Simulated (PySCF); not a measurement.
C4H6ClF, SMILES C[C@@H](F)/C=C\Cl.

Coordinates come from a TPSSh-D3(BJ)/def2-SVP optimisation. The structure was generated by enumeration; whether it is a known compound was not checked. Other conformers were not sampled.

These are PySCF with TDDFT-PBE/def2-SVPD values and carry that method's errors.

Vertical excitations. Isolated molecule, no solvent.

```
state  energy (eV)  λ (nm)      f                          main pairs
-----  -----------  ------  -----  ----------------------------------
S1            6.00     207  0.112    HOMO→LUMO 58 %, HOMO−1→LUMO 30 %
S2            6.18     201  0.001                    HOMO→LUMO+1 93 %
S3            6.27     198  0.088    HOMO−1→LUMO 63 %, HOMO→LUMO 24 %
S4            6.67     186  0.008  HOMO→LUMO+2 82 %, HOMO−2→LUMO 15 %
S5            6.77     183  0.021                    HOMO−2→LUMO 73 %
S6            6.85     181  0.004                    HOMO−3→LUMO 92 %
S7            6.93     179  0.009                    HOMO→LUMO+3 93 %
S8            7.37     168  0.011                  HOMO−1→LUMO+1 91 %
S9            7.41     167  0.020                    HOMO→LUMO+4 95 %
S10           7.71     161  0.006                    HOMO→LUMO+5 92 %
T1            4.11     301      0                      HOMO→LUMO 97 %
T2            5.74     216      0                    HOMO→LUMO+1 99 %
T3            6.00     207      0                    HOMO−1→LUMO 99 %
T4            6.53     190      0  HOMO−2→LUMO 77 %, HOMO→LUMO+2 20 %
```
Triplets are in the Tamm–Dancoff approximation, which puts them higher than full response would, so one can lie above its singlet here.
